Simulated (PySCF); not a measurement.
C4H12Ge, charge +1, doublet, at a GFN2-xTB geometry (a state made from the parent by changing its charge; the spin is typed, not shown lowest); CAMB3LYP/3-21G (PySCF).

The PySCF input:
```python
from pyscf import gto, scf, dft

mol = gto.Mole()
mol.atom = '''
    Ge    0.47591856    1.09788109    0.13075048
    C    -0.40539331   -0.93518868   -0.11137487
    C    -0.54460362   -1.38233084    1.30899685
    C     0.64518900   -1.63323048   -0.91498293
    C    -1.68278269   -0.63435836   -0.82869555
    H     1.76686455    0.83459578    0.85108805
    H     0.63088352    1.58112379   -1.28247607
    H    -0.55661140    1.83153890    0.93720880
    H    -0.97589732   -2.38876453    1.32358796
    H     0.41770070   -1.44840942    1.81808874
    H    -1.22178465   -0.74494888    1.87885705
    H     1.59663677   -1.69701966   -0.38559780
    H     0.79506865   -1.17025642   -1.89107804
    H     0.32244988   -2.66255580   -1.10330381
    H    -1.51166089   -0.18049875   -1.80557800
    H    -2.34957812   -0.00380146   -0.23932946
    H    -2.21792183   -1.57254836   -1.00914371
'''
mol.basis = '3-21g'
mol.charge = 1
mol.spin = 1
mol.verbose = 4
mol.build()

mf = dft.UKS(mol)
mf.xc = 'camb3lyp'
mf.diis = False
mf.damp = 0.3
mf.diis_start_cycle = 200
mf.max_cycle = 150
mf.kernel()
```

Question: Write the output that PySCF gives for this input, abridged.

Answer: 
```
PySCF version 2.14.0

[INPUT] verbose = 4
[INPUT] num. atoms = 17
[INPUT] num. electrons = 67
[INPUT] charge = 1
[INPUT] spin (= nelec alpha-beta = 2S) = 1
[INPUT] symmetry False subgroup None
[INPUT] Mole.unit = angstrom
[INPUT] Symbol           X                Y                Z      unit          X                Y                Z       unit  Magmom
[INPUT]  1 Ge     0.475918560000   1.097881090000   0.130750480000 AA    0.899355735997   2.074694577439   0.247082597855 Bohr   0.0
[INPUT]  2 C     -0.405393310000  -0.935188680000  -0.111374870000 AA   -0.766082328631  -1.767250479994  -0.210468001459 Bohr   0.0
[INPUT]  3 C     -0.544603620000  -1.382330840000   1.308996850000 AA   -1.029151688247  -2.612226701140   2.473645544418 Bohr   0.0
[INPUT]  4 C      0.645189000000  -1.633230480000  -0.914982930000 AA    1.219230508582  -3.086358305492  -1.729067146352 Bohr   0.0
[INPUT]  5 C     -1.682782690000  -0.634358360000  -0.828695550000 AA   -3.179998411259  -1.198763565228  -1.566007630146 Bohr   0.0
[INPUT]  6 H      1.766864550000   0.834595780000   0.851088050000 AA    3.338890098703   1.577157448918   1.608323322390 Bohr   0.0
[INPUT]  7 H      0.630883520000   1.581123790000  -1.282476070000 AA    1.192197069302   2.987890932134  -2.423528533609 Bohr   0.0
[INPUT]  8 H     -0.556611400000   1.831538900000   0.937208800000 AA   -1.051843103811   3.461106907487   1.771067953532 Bohr   0.0
[INPUT]  9 H     -0.975897320000  -2.388764530000   1.323587960000 AA   -1.844178660497  -4.514110737775   2.501218746172 Bohr   0.0
[INPUT] 10 H      0.417700700000  -1.448409420000   1.818088740000 AA    0.789339925039  -2.737097120040   3.435689788756 Bohr   0.0
[INPUT] 11 H     -1.221784650000  -0.744948880000   1.878857050000 AA   -2.308838371698  -1.407749360001   3.550525251708 Bohr   0.0
[INPUT] 12 H      1.596636770000  -1.697019660000  -0.385597800000 AA    3.017206215710  -3.206902385403  -0.728674236235 Bohr   0.0
[INPUT] 13 H      0.795068650000  -1.170256420000  -1.891078040000 AA    1.502461998728  -2.211464129314  -3.573619575779 Bohr   0.0
[INPUT] 14 H      0.322449880000  -2.662555800000  -1.103303810000 AA    0.609341962099  -5.031501253372  -2.084942033089 Bohr   0.0
[INPUT] 15 H     -1.511660890000  -0.180498750000  -1.805578000000 AA   -2.856625075316  -0.341093203326  -3.412047916540 Bohr   0.0
[INPUT] 16 H     -2.349578120000  -0.003801460000  -0.239329460000 AA   -4.440059155070  -0.007183718273  -0.452267132940 Bohr   0.0
[INPUT] 17 H     -2.217921830000  -1.572548360000  -1.009143710000 AA   -4.191264824394  -2.971685718034  -1.907005232228 Bohr   0.0

nuclear repulsion = 371.661937471776
number of shells = 54
number of NR pGTOs = 150
number of NR cGTOs = 82
basis = 3-21g
ecp = {}

******** <class 'pyscf.dft.uks.UKS'> ********
method = UKS
initial guess = minao
damping factor = 0.3
level_shift factor = 0
DIIS disabled
SCF conv_tol = 1e-09
SCF conv_tol_grad = None
SCF max_cycles = 150
direct_scf = True
direct_scf_tol = 1e-13
number electrons alpha = 34  beta = 33
XC library pyscf.dft.libxc version 7.1.2
    S. Lehtola, C. Steigemann, M. J. T. Oliveira, and M. A. L. Marques,  SoftwareX 7, 1–5 (2018)
XC functionals = camb3lyp
    T. Yanai, D. P. Tew, and N. C. Handy,  Chem. Phys. Lett. 393, 51 (2004)
radial grids:
    Treutler-Ahlrichs [JCP 102, 346 (1995); DOI:10.1063/1.469408] (M4) radial grids

becke partition: Becke, JCP 88, 2547 (1988); DOI:10.1063/1.454033
pruning grids: <function nwchem_prune>
grids dens level: 3
symmetrized grids: False
atomic radii adjust function: <function treutler_atomic_radii_adjust>
small_rho_cutoff = 0
Set gradient conv threshold to 3.16228e-05
tot grids = 194808
init E= -2224.11120187092

cycle= 1 E= -2225.38847129089  delta_E= -1.28  |g|= 0.19  |ddm|= 2.41
cycle= 2 E= -2225.40830069103  delta_E= -0.0198  |g|= 0.0763  |ddm|= 0.315
cycle= 3 E= -2225.41146166139  delta_E= -0.00316  |g|= 0.0304  |ddm|= 0.095
cycle= 4 E= -2225.41203066773  delta_E= -0.000569  |g|= 0.0126  |ddm|= 0.0529
cycle= 5 E= -2225.4121429616  delta_E= -0.000112  |g|= 0.00536  |ddm|= 0.018
cycle= 6 E= -2225.4121692542  delta_E= -2.63e-05  |g|= 0.00254  |ddm|= 0.0104
cycle= 7 E= -2225.41217662136  delta_E= -7.37e-06  |g|= 0.00132  |ddm|= 0.00421
cycle= 8 E= -2225.41217901457  delta_E= -2.39e-06  |g|= 0.000758  |ddm|= 0.00267
cycle= 9 E= -2225.41217986941  delta_E= -8.55e-07  |g|= 0.000458  |ddm|= 0.00135
cycle= 10 E= -2225.41218019192  delta_E= -3.23e-07  |g|= 0.000286  |ddm|= 0.000879
cycle= 11 E= -2225.41218031741  delta_E= -1.25e-07  |g|= 0.000181  |ddm|= 0.000514
cycle= 12 E= -2225.41218036718  delta_E= -4.98e-08  |g|= 0.000116  |ddm|= 0.000331
cycle= 13 E= -2225.41218038716  delta_E= -2e-08  |g|= 7.42e-05  |ddm|= 0.000205
cycle= 14 E= -2225.41218039525  delta_E= -8.09e-09  |g|= 4.78e-05  |ddm|= 0.000132
cycle= 15 E= -2225.41218039855  delta_E= -3.3e-09  |g|= 3.08e-05  |ddm|= 8.36e-05
cycle= 16 E= -2225.41218039991  delta_E= -1.36e-09  |g|= 2e-05  |ddm|= 5.37e-05
cycle= 17 E= -2225.41218040047  delta_E= -5.63e-10  |g|= 1.29e-05  |ddm|= 3.44e-05
Extra cycle  E= -2225.41218040078  delta_E= -3.09e-10  |g|= 6.46e-06  |ddm|= 3.17e-05
converged SCF energy = -2225.41218040078  <S^2> = 0.75226631  2S+1 = 2.002265
```
